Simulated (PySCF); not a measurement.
BiH₃OTe₂, SMILES [TeH][Bi]([OH])[TeH].

Coordinates come from a PBE0-D3(BJ)/def2-SVP optimisation. The structure was generated by enumeration; whether it is a known compound was not checked. The def2 effective core potentials stand for the cores of Bi, Te; spin–orbit coupling is left out. Other conformers were not sampled.

These are PBE0-D3(BJ)/def2-SVP (PySCF 2.14.0) values and carry that method's errors.

Frequencies are harmonic and unscaled.

Computed harmonic wavenumbers and intensities:
```json
[
 {"mode": "1", "ν (cm⁻¹)": "49", "IR (km/mol)": "0.2", "Raman (Å⁴/amu)": "2.7", "depolarisation": "0.65", "moving atoms (share of kinetic energy)": "Te 81 %, Bi 15 %"},
 {"mode": "2", "ν (cm⁻¹)": "85", "IR (km/mol)": "2.8", "Raman (Å⁴/amu)": "5.5", "depolarisation": "0.74", "moving atoms (share of kinetic energy)": "O 58 %, H 30 %, Te 10 %"},
 {"mode": "3", "ν (cm⁻¹)": "112", "IR (km/mol)": "2.3", "Raman (Å⁴/amu)": "5.6", "depolarisation": "0.65", "moving atoms (share of kinetic energy)": "O 59 %, H 27 %"},
 {"mode": "4", "ν (cm⁻¹)": "128", "IR (km/mol)": "2.7", "Raman (Å⁴/amu)": "3.2", "depolarisation": "0.31", "moving atoms (share of kinetic energy)": "H 71 %, O 20 %"},
 {"mode": "5", "ν (cm⁻¹)": "159", "IR (km/mol)": "14.7", "Raman (Å⁴/amu)": "7.3", "depolarisation": "0.68", "moving atoms (share of kinetic energy)": "Te 52 %, Bi 37 %"},
 {"mode": "6", "ν (cm⁻¹)": "162", "IR (km/mol)": "6.4", "Raman (Å⁴/amu)": "12.2", "depolarisation": "0.13", "moving atoms (share of kinetic energy)": "Te 48 %, Bi 34 %, H 18 %"},
 {"mode": "7", "ν (cm⁻¹)": "175", "IR (km/mol)": "8.6", "Raman (Å⁴/amu)": "8.6", "depolarisation": "0.59", "moving atoms (share of kinetic energy)": "H 72 %, Te 16 %, Bi 10 %"},
 {"mode": "8", "ν (cm⁻¹)": "261", "IR (km/mol)": "126.6", "Raman (Å⁴/amu)": "4.7", "depolarisation": "0.74", "moving atoms (share of kinetic energy)": "H 81 %, O 18 %"},
 {"mode": "9", "ν (cm⁻¹)": "509", "IR (km/mol)": "1.6", "Raman (Å⁴/amu)": "5.6", "depolarisation": "0.31", "moving atoms (share of kinetic energy)": "H 99 %"},
 {"mode": "10", "ν (cm⁻¹)": "526", "IR (km/mol)": "14.1", "Raman (Å⁴/amu)": "28.1", "depolarisation": "0.61", "moving atoms (share of kinetic energy)": "H 98 %"},
 {"mode": "11", "ν (cm⁻¹)": "557", "IR (km/mol)": "79.3", "Raman (Å⁴/amu)": "17.2", "depolarisation": "0.17", "moving atoms (share of kinetic energy)": "O 91 %"},
 {"mode": "12", "ν (cm⁻¹)": "845", "IR (km/mol)": "83.6", "Raman (Å⁴/amu)": "1.8", "depolarisation": "0.67", "moving atoms (share of kinetic energy)": "H 93 %"},
 {"mode": "13", "ν (cm⁻¹)": "2127", "IR (km/mol)": "46.0", "Raman (Å⁴/amu)": "291.8", "depolarisation": "0.26", "moving atoms (share of kinetic energy)": "H 99 %"},
 {"mode": "14", "ν (cm⁻¹)": "2138", "IR (km/mol)": "24.9", "Raman (Å⁴/amu)": "77.3", "depolarisation": "0.46", "moving atoms (share of kinetic energy)": "H 99 %"},
 {"mode": "15", "ν (cm⁻¹)": "3858", "IR (km/mol)": "58.6", "Raman (Å⁴/amu)": "67.4", "depolarisation": "0.22", "moving atoms (share of kinetic energy)": "H 94 %"}
]
```
